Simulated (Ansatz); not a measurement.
One change: `[F][Ge][Cl]` becomes `[CH3][Ge][F]`.

Ansatz, PBE0-D4/def2-TZVP geometries, multiplicity 1. 

Scalar relativity is left out up to krypton.

```tsv
property	`[F][Ge][Cl]`
HOMO energy (ωB97M-V/def2-TZVPP) / eV	-10.56
HOMO–LUMO gap (B3LYP/def2-TZVPP) / eV	5.18
size of the dipole moment (B3LYP/def2-TZVPP) / D	2.32
HOMO energy (PBE0/def2-TZVPP) / eV	-8.44
size of the dipole moment (PBE/def2-TZVPP) / D	2.09
size of the dipole moment (ωB97M-V/def2-TZVPP) / D	2.34
```

Give the same properties after the change, and the shifts. (An estimate is asked.)

The calculation gave: 
| property | `[CH3][Ge][F]` | shift |
| --- | --- | --- |
| HOMO energy (ωB97M-V/def2-TZVPP) / eV | -8.99 | 1.57 |
| HOMO–LUMO gap (B3LYP/def2-TZVPP) / eV | 4.06 | -1.12 |
| size of the dipole moment (B3LYP/def2-TZVPP) / D | 2.09 | -0.23 |
| HOMO energy (PBE0/def2-TZVPP) / eV | -6.85 | 1.59 |
| size of the dipole moment (PBE/def2-TZVPP) / D | 1.93 | -0.16 |
| size of the dipole moment (ωB97M-V/def2-TZVPP) / D | 2.09 | -0.25 |

With PBE0 the HOMO rises by 1.59 eV and the LUMO rises by 0.49 eV, so the gap narrows by about 1.10 eV. PBE moves the HOMO by 1.53 eV and ωB97M-V by 1.57 eV. The zero-point energy changes by 88.9 kJ/mol with +9 modes. Dipoles are sizes alone; their direction can turn.

B3LYP here is the variant with VWN-RPA as its local correlation; programs differ in this.
